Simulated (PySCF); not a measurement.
Bromine: a sound run and one with changed settings

Sound run: Br [Ar] 3d10 4s2 4p5, Br+ [Ar] 3d10 4s2 4p4. All numbers are calculated (PySCF 2.14, no relativity, point nucleus, in 6-31G* (5s4p3d, 32 functions)). The sound run starts from symmetry-adapted Hartree-Fock orbitals and uses a fine grid where one is needed.

A second run was set up differently.

```csv
species,method,sound run (hartree),changed run (hartree),converged
Br,UHF,-2572.08381,-2572.08381,yes
Br,MN15,-2574.13016,-2574.08433,yes
Br,r2SCAN,-2573.77728,-2573.78472,yes
Br+,UHF,-2571.68804,-2571.68804,yes
Br+,MN15,-2573.69940,-2573.65380,yes
Br+,r2SCAN,-2573.34048,-2573.35168,yes
```

Ionisation energy of Br:

```tsv
method	sound run (eV)	changed run (eV)
UHF	10.769	10.769
MN15	11.721	11.715
r2SCAN	11.886	11.784
```

(1) What was changed?
A. too few SCF iterations
B. radial grid too coarse
C. basis contracted for another Hamiltonian
D. level shift left on

Answers

(1) B. It used radial step 0.5 in ln r (0.13 in the sound run). A coarse radial grid mis-integrates the density and the exchange-correlation energy, with errors of either sign; Hartree-Fock needs no grid.
